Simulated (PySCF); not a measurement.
# RbAs⁺: frontier orbitals

r²SCAN at R = 3.872 Å; basis Rb def2-SVP with ECP28, As def2-SVP; scalar-relativistic core potentials; PySCF 2.14. State: ⁴Σ⁻ (quartet), unpaired electrons σ ↑, π ↑↑. Only the outer orbitals are listed, counted within each symmetry, core potentials removing the inner ones.

| spin | orbital | occ. | ε (eV) | on Rb (%) | main shells (%) |
| --- | --- | --- | --- | --- | --- |
| α | 7σ | 1 | -38.93 | 100 | 100 Rb s |
| α | 4π | 1 | -21.98 | 100 | 100 Rb p |
| α | 4π | 1 | -21.98 | 100 | 100 Rb p |
| α | 8σ | 1 | -21.97 | 100 | 100 Rb p |
| α | 9σ | 1 | -19.36 | 0 | 100 As s |
| α | 10σ | 1 | -10.30 | 3 | 97 As p |
| α | 5π | 1 | -10.03 | 1 | 99 As p |
| α | 5π | 1 | -10.03 | 1 | 99 As p |
| α | 11σ | 0 | -4.83 | 98 | 98 Rb s |
| α | 6π | 0 | -2.88 | 99 | 98 Rb p |
| α | 6π | 0 | -2.88 | 99 | 98 Rb p |
| β | 7σ | 1 | -38.92 | 100 | 100 Rb s |
| β | 4π | 1 | -21.98 | 100 | 100 Rb p |
| β | 4π | 1 | -21.98 | 100 | 100 Rb p |
| β | 8σ | 1 | -21.96 | 100 | 100 Rb p |
| β | 9σ | 1 | -16.22 | 1 | 99 As s |
| β | 10σ | 0 | -7.10 | 8 | 91 As p |
| β | 5π | 0 | -6.71 | 2 | 98 As p |
| β | 5π | 0 | -6.71 | 2 | 98 As p |

Task: Which are the highest filled and the lowest empty level, where do they sit, and how wide is the gap?

Result: Highest filled α 5π at -10.03 eV (in %: 99 As p); lowest empty β 10σ at -7.10 eV (in %: 91 As p); the gap at r²SCAN is 2.93 eV.

The bond order (Mayer) is 0.12. The ⟨S²⟩ is 3.751 and the charge on Rb (Mulliken, basis-dependent) is 0.94. The charge on Rb (Löwdin, basis-dependent) is 0.78 and the dipole moment (positive dipole points towards As; it is taken about the centre of mass and depends on that origin) is -7.51 D.

Spin–orbit coupling is left out. The state is the lowest determinant that a PBE0 search found; another state may lie lower at other levels.
